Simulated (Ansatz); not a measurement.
TiHF₃, 5 atoms. Hardware: 4 threads of Intel Xeon on a shared host.

Correlated methods freeze 8 core orbitals; core or outer-core shells of Ti are correlated, in sets that lack core-valence functions.

Task: How many basis functions does each of these Ansatz runs have, and roughly what does it cost? PBE-D4/def2-TZVPD, charge -1 doublet at the geometry of the charge 0 singlet, energy, from earlier orbitals; PBE-D4/def2-TZVP, charge 0 triplet at the geometry of the charge 0 singlet, energy, from earlier orbitals; PBE-D4/def2-TZVPD, charge 0 singlet, energy, from earlier orbitals; PBE-D4/def2-TZVP, charge 0 singlet, relaxation, 4 steps; MP2/def2-TZVP, charge 0 singlet, energy, from earlier orbitals; LC-ωPBE/def2-TZVP, charge 0 singlet, energy, from earlier orbitals; PBE-D4/def2-TZVP, charge 0 singlet, energy, from earlier orbitals; PBE-D4/def2-TZVP, charge 0 singlet, frequencies; HSE06-D4/def2-TZVP, charge 0 singlet, energy, from earlier orbitals; r2SCAN-D4/def2-TZVP, charge 1 doublet at the geometry of the charge 0 singlet, energy, from earlier orbitals; PBE0-D4/def2-SVP, charge 1 doublet at the geometry of the charge 0 singlet, energy with a search over starts; ωB97M-V/def2-TZVP, charge 0 singlet, energy, from earlier orbitals.

Result: Other jobs shared the machine, so times can vary by a factor of up to 3. A dash marks memory too small to be measured apart from the calling script's.

```csv
run,functions,fitting or Cholesky vectors,wall time,peak host memory (GiB)
"PBE-D4/def2-TZVP, charge 0 singlet, energy, from earlier orbitals",144,925,0.75 s,–
"LC-ωPBE/def2-TZVP, charge 0 singlet, energy, from earlier orbitals",144,925,1 s,–
"MP2/def2-TZVP, charge 0 singlet, energy, from earlier orbitals",144,1073,1 s,–
"HSE06-D4/def2-TZVP, charge 0 singlet, energy, from earlier orbitals",144,978,1.1 s,–
"PBE0-D4/def2-SVP, charge 1 doublet at the geometry of the charge 0 singlet, energy with a search over starts",78,781,1.1 s,–
"PBE-D4/def2-TZVPD, charge 0 singlet, energy, from earlier orbitals",177,1068,1.1 s,–
"r2SCAN-D4/def2-TZVP, charge 1 doublet at the geometry of the charge 0 singlet, energy, from earlier orbitals",144,925,2.4 s,–
"PBE-D4/def2-TZVP, charge 0 singlet, relaxation, 4 steps",144,925,2.6 s,–
"ωB97M-V/def2-TZVP, charge 0 singlet, energy, from earlier orbitals",144,963,2.9 s,–
"PBE-D4/def2-TZVP, charge 0 triplet at the geometry of the charge 0 singlet, energy, from earlier orbitals",144,925,2.9 s,–
"PBE-D4/def2-TZVPD, charge -1 doublet at the geometry of the charge 0 singlet, energy, from earlier orbitals",177,1068,5 s,–
"PBE-D4/def2-TZVP, charge 0 singlet, frequencies",144,925,17 s,–
```
